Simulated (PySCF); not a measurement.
Charge-transfer reorganisation: `C=C/C=N/N[SiH](C)C`, C5H12N2Si

Geometry:
| atom | x (Å) | y (Å) | z (Å) |
| --- | --- | --- | --- |
| C1 | 3.967 | -0.010 | 0.439 |
| C2 | 3.101 | -0.471 | -0.473 |
| C3 | 1.664 | -0.465 | -0.305 |
| N4 | 0.914 | -0.941 | -1.236 |
| N5 | -0.428 | -0.941 | -1.073 |
| Si6 | -1.442 | -0.350 | 0.248 |
| C7 | -1.387 | 1.521 | 0.417 |
| C8 | -3.168 | -0.952 | -0.180 |
| H9 | 3.629 | 0.407 | 1.385 |
| H10 | 5.039 | -0.035 | 0.271 |
| H11 | 3.456 | -0.886 | -1.415 |
| H12 | 1.261 | -0.056 | 0.631 |
| H13 | -0.875 | -1.353 | -1.879 |
| H14 | -0.972 | -0.961 | 1.528 |
| H15 | -1.983 | 1.847 | 1.278 |
| H16 | -1.792 | 2.006 | -0.478 |
| H17 | -0.365 | 1.889 | 0.561 |
| H18 | -3.514 | -0.530 | -1.131 |
| H19 | -3.206 | -2.044 | -0.254 |
| H20 | -3.882 | -0.646 | 0.594 |

Theory: PySCF, UKS PBE0/6-31G* four-point reorganisation energy, gas phase. Geometry: PBE0/6-31G*.

(1) What is the inner reorganisation energy for hole transfer, with the ionisation energy?

Answers

(1) λ = 0.358 (surface of the oxidised species) + 0.388 (surface of the starting species) = 0.746 eV. The ionisation energy is 7.48 eV vertical and 7.12 eV adiabatic without zero-point energy; at the relaxed geometry of the oxidised species the two energies differ by 6.74 eV. Largest bond changes: N5–Si6 1.767 → 1.879 Å, N4–N5 1.351 → 1.288 Å, C3–N4 1.286 → 1.337 Å, C2–C3 1.448 → 1.405 Å, C1–C2 1.339 → 1.370 Å. ⟨S²⟩ of the relaxed oxidised species 0.786.
